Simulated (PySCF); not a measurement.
C5H7F, SMILES C=C(F)/C=C/C.

Geometry optimised at r2SCAN-D4/def2-SVP. One conformer was computed; it need not be the lowest.

All values below come from TDA-LC-ωPBE/def2-SVPD run with PySCF 2.14.0.

Vertical excitations. Isolated molecule, no solvent. State labels are in the subgroup Cs.

| state | symmetry | energy (eV) | λ (nm) | f | main pairs |
|---|---|---|---|---|---|
| S1 | A' | 6.32 | 196 | 1.138 | HOMO→LUMO 95 % |
| S2 | A" | 7.11 | 174 | 0.004 | HOMO→LUMO+1 71 %, HOMO→LUMO+2 13 % |
| S3 | A" | 7.86 | 158 | 0.010 | HOMO→LUMO+2 54 %, HOMO→LUMO+3 23 % |
| S4 | A' | 7.98 | 155 | 0.013 | HOMO−1→LUMO 81 %, HOMO→LUMO+5 16 % |
| S5 | A" | 8.03 | 154 | 0.008 | HOMO−2→LUMO 70 % |
| S6 | A" | 8.11 | 153 | 0.009 | HOMO→LUMO+3 55 %, HOMO→LUMO+4 10 %, HOMO→LUMO+2 10 % |
| S7 | A" | 8.30 | 149 | 0.004 | HOMO−3→LUMO 72 % |
| S8 | A" | 8.41 | 147 | 0.003 | HOMO→LUMO+4 47 %, HOMO→LUMO+1 10 %, HOMO→LUMO+9 7 % |
| S9 | A' | 8.47 | 146 | 0.001 | HOMO→LUMO+5 78 %, HOMO−1→LUMO 14 % |
| S10 | A" | 9.12 | 136 | 0.009 | HOMO→LUMO+8 28 %, HOMO→LUMO+6 24 %, HOMO→LUMO+4 11 %, HOMO−4→LUMO 9 % |
| T1 | A' | 3.04 | 408 | 0 | HOMO→LUMO 91 % |
| T2 | A' | 4.77 | 260 | 0 | HOMO−1→LUMO 60 %, HOMO→LUMO+5 30 % |
| T3 | A" | 6.95 | 179 | 0 | HOMO→LUMO+1 66 %, HOMO→LUMO+2 14 % |
| T4 | A" | 7.54 | 165 | 0 | HOMO−2→LUMO 82 % |
Triplets are in the Tamm–Dancoff approximation.
